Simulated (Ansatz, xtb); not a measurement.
## H6OSeSi2: which of two isomers lies lower

Structure I: `[SiH3]O[SiH2][SeH]`, a singlet. Structure II: `O[SiH2][Se][SiH3]`, a singlet. Both are isolated molecules in the gas phase, relaxed with B3LYP-D3(BJ)/def2-SVP; the shapes shown needn't be the lowest conformers.

I (Å):

```xyz
10

O    -0.8021    1.6326   -1.2946
Se    0.6612   -0.3200    0.9192
Si    0.4053    2.7001   -1.7284
Si   -1.2013    0.5431   -0.1131
H     0.7287    3.6133   -0.5954
H    -0.0940    3.4932   -2.8825
H     1.6328    1.9563   -2.1272
H    -1.9513    1.2045    0.9873
H    -1.9997   -0.5358   -0.7449
H     1.0619   -1.0935   -0.2730
```

II (Å):

```xyz
10

O    -0.6080    2.0088    2.2574
Se   -1.2550   -1.1551    1.4775
Si   -1.1189    1.0884    0.9696
Si    0.7878   -1.7027    0.5723
H     0.1847    1.7152    2.7229
H    -2.4811    1.5696    0.6464
H    -0.2034    1.2139   -0.2016
H     1.8532   -0.8034    1.1034
H     0.7733   -1.5952   -0.9129
H     1.0679   -3.1064    0.9780
```

Task: Estimate E(II) − E(I) at the level CCSD(T)/def2-SVP + ΔMP2/def2-TZVPP.

Result: Calculated at CCSD(T)/def2-SVP + ΔMP2/def2-TZVPP: E(II) − E(I) = +0.434 eV, so structure I lies lower.

The same difference at several levels:

| level | geometry | E(II) − E(I) (eV) | departure from the last row (eV) | job, with rough time for the two |
| --- | --- | --- | --- | --- |
| B3LYP-D3(BJ)/def2-SVP | B3LYP-D3(BJ)/def2-SVP | +0.442 | +0.008 | optimisation, 6 min |
| HF/def2-SVP | B3LYP-D3(BJ)/def2-SVP | +0.587 | +0.153 | part of the CCSD(T) run |
| MP2/def2-SVP | B3LYP-D3(BJ)/def2-SVP | +0.442 | +0.008 | part of the CCSD(T) run |
| CCSD(T)/def2-SVP | B3LYP-D3(BJ)/def2-SVP | +0.474 | +0.040 | single point |
| CCSD(T)/def2-SVP + ΔMP2/def2-TZVPP | B3LYP-D3(BJ)/def2-SVP | +0.434 |  | single point, 72 s |

As drawn, II has 1 Se–Si, 1 O–H in place of 1 O–Si, 1 Se–H.

None of the levels shown reverses the order. The largest departure from CCSD(T)/def2-SVP + ΔMP2/def2-TZVPP is that of HF/def2-SVP, 0.153 eV. Levels run at GFN2-xTB geometries aren't shown. The last row adds to CCSD(T) the change of the MP2 difference between the two basis sets, here −0.040 eV.

With harmonic frequencies from B3LYP-D3(BJ)/def2-SVP (ideal gas, rigid rotor, one conformer each, 298.15 K, 1 atm): on the last row, ΔE + ΔZPE = +0.488 eV. A mode under 50 cm⁻¹ makes harmonic enthalpies and free energies unreliable, so none is given.

The correlated steps freeze 20 core orbitals; the filled d shell of Se is correlated, in a basis made for valence electrons. Codes used: Ansatz 0.2.0; the last row on 2 threads of Intel(R) Xeon(R) Processor @ 2.50GHz (Skylake/Cascade Lake) on a shared host.
